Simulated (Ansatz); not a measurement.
One change: `[OH][Y]([Cl])[Cl]` becomes `[F][Y]([Cl])[Cl]`.

Ansatz, PBE0-D4/def2-TZVP geometries, multiplicity 1. Each molecule was computed in one conformer, which needn't be the lowest.

Elements past krypton have def2 core potentials.

```tsv
property	`[OH][Y]([Cl])[Cl]`
HOMO energy (PBE0/def2-TZVPP) / eV	-8.70
HOMO–LUMO gap (ωB97M-V/def2-TZVPP) / eV	10.04
HOMO–LUMO gap (B3LYP/def2-TZVPP) / eV	5.71
size of the dipole moment (ωB97M-V/def2-TZVPP) / D	3.09
size of the dipole moment (B3LYP/def2-TZVPP) / D	3.07
zero-point energy (PBE0-D4/def2-TZVP) / kJ/mol	37.8
```

(1) What does the change do to each property? (An estimate is asked.)

Answers

(1) The calculation gave: 
```tsv
property	`[F][Y]([Cl])[Cl]`	shift
HOMO energy (PBE0/def2-TZVPP) / eV	-9.07	-0.37
HOMO–LUMO gap (ωB97M-V/def2-TZVPP) / eV	10.06	0.02
HOMO–LUMO gap (B3LYP/def2-TZVPP) / eV	5.69	-0.02
size of the dipole moment (ωB97M-V/def2-TZVPP) / D	0.56	-2.53
size of the dipole moment (B3LYP/def2-TZVPP) / D	0.51	-2.56
zero-point energy (PBE0-D4/def2-TZVP) / kJ/mol	9.4	-28.4
```

The zero-point energy changes by -28.4 kJ/mol with -3 modes. Dipoles are sizes alone; their direction can turn.

B3LYP here is the variant with VWN-RPA as its local correlation; programs differ in this.
